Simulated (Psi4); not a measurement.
Psi4 input (wB97X-D/6-311+G**):

```
memory 1500 MB

molecule {
-1 1
Si   -1.13071627   -0.21437975   -0.19786288
Cl    1.10415170    0.11806772    0.10161408
H    -1.48225327    1.28364396   -0.26245164
H    -1.45829783   -0.28947871    1.30509270
symmetry c1
no_reorient
no_com
}

set {
  basis 6-311+G**
  reference rks
  scf_type pk
  dft_radial_points 99
  dft_spherical_points 590
  e_convergence 1e-8
  d_convergence 1e-7
  maxiter 150
}

e = energy('wb97x-d')
print_out(f'\nFINAL {e:.10f} DIPOLE {variable("CURRENT DIPOLE")[0]:.6f} {variable("CURRENT DIPOLE")[1]:.6f} {variable("CURRENT DIPOLE")[2]:.6f}\n')
```

Output:

```
   => Loading Basis Set <=

    Name: 6-311+G**
    Role: ORBITAL
    Keyword: BASIS
    atoms 1   entry SI         line   351 file 6-311pgss.gbs
    atoms 2   entry CL         line   468 file 6-311pgss.gbs
    atoms 3-4 entry H          line    42 file 6-311pgss.gbs

   => WB97X-D: Empirical Dispersion <=

    Chai and Head-Gordon Dispersion Correction
    Chai, J.-D.; Head-Gordon, M. (2010), J. Chem. Phys., 132: 6615-6620

        s6 =       1.000000

         ---------------------------------------------------------
                                   SCF
               by Justin Turney, Rob Parrish, Andy Simmonett
                          and Daniel G. A. Smith
                              RKS Reference
         ---------------------------------------------------------

  ==> Geometry <==

    Molecular point group: c1
    Full point group: C1

    Geometry (in Angstrom), charge = -1, multiplicity = 1:

       Center              X                  Y                   Z               Mass
    ------------   -----------------  -----------------  -----------------  -----------------
         SI          -1.130716270000    -0.214379750000    -0.197862880000    27.976926534650
         CL           1.104151700000     0.118067720000     0.101614080000    34.968852682000
         H           -1.482253270000     1.283643960000    -0.262451640000     1.007825032230
         H           -1.458297830000    -0.289478710000     1.305092700000     1.007825032230

  Running in c1 symmetry.

  Rotational constants: A =      3.64249  B =      0.19369  C =      0.19293 [cm^-1]
  Rotational constants: A = 109199.20238  B =   5806.68085  C =   5783.88437 [MHz]
  Nuclear repulsion =   71.407333284921307

  Charge       = -1
  Multiplicity = 1
  Electrons    = 34
  Nalpha       = 17
  Nbeta        = 17

  ==> Algorithm <==

  SCF Algorithm Type is PK.
  DIIS enabled.
  MOM disabled.
  Fractional occupation disabled.
  Guess Type is SAD.
  Energy threshold   = 1.00e-08
  Density threshold  = 1.00e-07
  Integral threshold = 1.00e-12

  ==> Primary Basis <==

  Basis Set: 6-311+G**
    Blend: 6-311+G**
    Number of shells: 36
    Number of basis functions: 72
    Number of Cartesian functions: 74
    Spherical Harmonics?: true
    Max angular momentum: 2

  ==> DFT Potential <==

   => LibXC <=

    Version 7.1.2
    S. Lehtola, C. Steigemann, M. J. T. Oliveira, and M. A. L. Marques,  SoftwareX 7, 1–5 (2018) (10.1016/j.softx.2017.11.002)

   => Composite Functional: WB97X-D <=

    wB97X-D Hyb-GGA Exchange-Correlation Functional

    J.-D. Chai and M. Head-Gordon,  Phys. Chem. Chem. Phys. 10, 6615–6620 (2008) (10.1039/B810189B)

    Deriv               =              1
    GGA                 =           TRUE
    Meta                =          FALSE

    Exchange Hybrid     =           TRUE
    MP2 Hybrid          =          FALSE

   => Exchange-Correlation Functionals <=

    1.0000   wB97X-D range-separated functional

   => Exact (HF) Exchange <=

    0.7780            HF,LR [omega = 0.2000]
    0.2220               HF

   => LibXC Density Thresholds  <==

    XC_HYB_GGA_XC_WB97X_D:  1.00E-14

   => Molecular Quadrature <=

    Radial Scheme          =       TREUTLER
    Pruning Scheme         =           NONE
    Nuclear Scheme         =       TREUTLER

    Blocking Scheme        =         OCTREE
    BS radius alpha        =              1
    Pruning alpha          =              1
    Radial Points          =             99
    Spherical Points       =            590
    Total Points           =         226647
    Total Blocks           =           1746
    Max Points             =            256
    Max Functions          =             71
    Weights Tolerance      =       1.00E-15

  ==> Integral Setup <==

  Using in-core PK algorithm.
   Calculation information:
      Number of atoms:                   4
      Number of AO shells:              36
      Number of primitives:             63
      Number of atomic orbitals:        74
      Number of basis functions:        72

      Integral cutoff                 1.00e-12
      Number of threads:                 1

  Performing in-core PK
  Using 10363518 doubles for integral storage.
  We computed 196773 shell quartets total.
  Whereas there are 222111 unique shell quartets.

  Computing range-separated integrals for PK
  We computed 196773 wK shell quartets total.
  Whereas there are 222111 wK unique shell quartets.

  ==> DiskJK: Disk-Based J/K Matrices <==

    J tasked:                  Yes
    K tasked:                  Yes
    wK tasked:                 Yes
    Omega:               2.000E-01
    Schwarz Cutoff:          1E-12


  Cached 100.0% of DFT collocation blocks in 0.355 [GiB].

  Minimum eigenvalue in the overlap matrix is 4.8075439282E-03.
  Reciprocal condition number of the overlap matrix is 8.2722277126E-04.
    Using symmetric orthogonalization.

  ==> Pre-Iterations <==

  SCF Guess: Superposition of Atomic Densities via on-the-fly atomic UHF (no occupation information).

   -------------------------
    Irrep   Nso     Nmo
   -------------------------
     A         72      72
   -------------------------
    Total      72      72
   -------------------------

  ==> Iterations <==

                        Total Energy        Delta E     RMS |[F,P]|

   @RKS iter SAD:  -750.33393470931014   -7.50334e+02   0.00000e+00
   @RKS iter   1:  -750.89368734916445   -5.59753e-01   5.54613e-03 ADIIS/DIIS
   @RKS iter   2:  -750.94565503739921   -5.19677e-02   3.34450e-03 ADIIS/DIIS
   @RKS iter   3:  -750.96108690317772   -1.54319e-02   2.53376e-04 ADIIS/DIIS
   @RKS iter   4:  -750.96136600942714   -2.79106e-04   1.13461e-04 ADIIS/DIIS
   @RKS iter   5:  -750.96142389791157   -5.78885e-05   3.39637e-05 DIIS
   @RKS iter   6:  -750.96143335342708   -9.45552e-06   8.41840e-06 DIIS
   @RKS iter   7:  -750.96143458181280   -1.22839e-06   3.23887e-06 DIIS
   @RKS iter   8:  -750.96143479239231   -2.10580e-07   1.10704e-06 DIIS
   @RKS iter   9:  -750.96143481820593   -2.58136e-08   2.61642e-07 DIIS
   @RKS iter  10:  -750.96143481986746   -1.66153e-09   4.14373e-08 DIIS
  Energy and wave function converged.

  ==> Post-Iterations <==

   Electrons on quadrature grid:
      Ntotal   =   34.0000000251 ; deviation = 2.511e-08

    Orbital Energies [Eh]
    ---------------------

    Doubly Occupied:

       1A   -101.494094     2A    -66.054075     3A     -9.362425
       4A     -7.108392     5A     -7.103717     6A     -7.103368
       7A     -5.184140     8A     -3.531518     9A     -3.527256
      10A     -3.524198    11A     -0.691237    12A     -0.396990
      13A     -0.238383    14A     -0.230306    15A     -0.203828
      16A     -0.175860    17A     -0.086314

    Virtual:

      18A      0.186036    19A      0.198480    20A      0.209306
      21A      0.215210    22A      0.262051    23A      0.272881
      24A      0.277085    25A      0.285232    26A      0.290532
      27A      0.365160    28A      0.383893    29A      0.499413
      30A      0.500421    31A      0.516180    32A      0.593064
      33A      0.656963    34A      0.698354    35A      0.705353
      36A      0.722565    37A      0.783816    38A      0.846313
      39A      0.873517    40A      0.889887    41A      0.988106
      42A      1.105395    43A      1.174533    44A      1.180262
      45A      1.188436    46A      1.191262    47A      1.197632
      48A      1.425832    49A      1.491976    50A      1.506980
      51A      1.608842    52A      1.689288    53A      1.697978
      54A      1.847899    55A      1.877518    56A      2.227257
      57A      2.295391    58A      2.569898    59A      2.570363
      60A      2.641539    61A      2.829665    62A      2.945913
      63A      5.816121    64A      9.981758    65A     11.676438
      66A     11.689295    67A     11.691551    68A     26.158339
      69A     26.159113    70A     26.349543    71A    141.313611
      72A    216.048837

    Final Occupation by Irrep:
              A
    DOCC [    17 ]
    NA   [    17 ]
    NB   [    17 ]

  @RKS Final Energy:  -750.96143481986746

   => Energetics <=

    Nuclear Repulsion Energy =             71.4073332849213074
    One-Electron Energy =               -1187.7245048382137611
    Two-Electron Energy =                 401.7173950421994277
    DFT Exchange-Correlation Energy =     -36.3610977642700490
    Empirical Dispersion Energy =          -0.0005605445044380
    VV10 Nonlocal Energy =                  0.0000000000000000
    Total Energy =                       -750.9614348198674634

Computation Completed

Properties will be evaluated at   0.000000,   0.000000,   0.000000 [a0]

Properties computed using the SCF density matrix

 Multipole Moments:

 ------------------------------------------------------------------------------------
     Multipole            Electronic (a.u.)      Nuclear  (a.u.)        Total (a.u.)
 ------------------------------------------------------------------------------------

 L = 1.  Multiply by 2.5417464519 to convert [e a0] to [Debye]
 Dipole X            :          0.5048116            0.0000000            0.5048117
 Dipole Y            :          0.1957974           -0.0000000            0.1957974
 Dipole Z            :          0.1887794            0.0000002            0.1887796
 Magnitude           :                                                    0.5734189

 ------------------------------------------------------------------------------------

FINAL -750.9614348199 DIPOLE 0.504812 0.195797 0.188780

*** Psi4 exiting successfully. Buy a developer a beer!
```

The dipole moment of an ion depends on the origin.
